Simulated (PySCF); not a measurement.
**Correlation energy of Cr²⁺ (chromium, charge +2)**

[Ar] 3d4, high-spin 5D determinant. All numbers are calculated (PySCF 2.14, scalar relativity by spin-free X2C-1e, in aug-cc-pVTZ-DK (8s7p5d3f2g, 93 functions)). Frozen: [Ar]; 4 electrons correlated.

```tsv
level	correlation energy (mhartree)
CCSD	-45.80
(T)	-0.38
CCSD(T)	-46.18
```

Diagnostics: T1 = 0.0041, D1 = 0.0058, largest double amplitude 0.018.

Task: Is a single reference adequate?

Result: Yes: T1 lies below 0.03 and no double amplitude reaches 0.07.
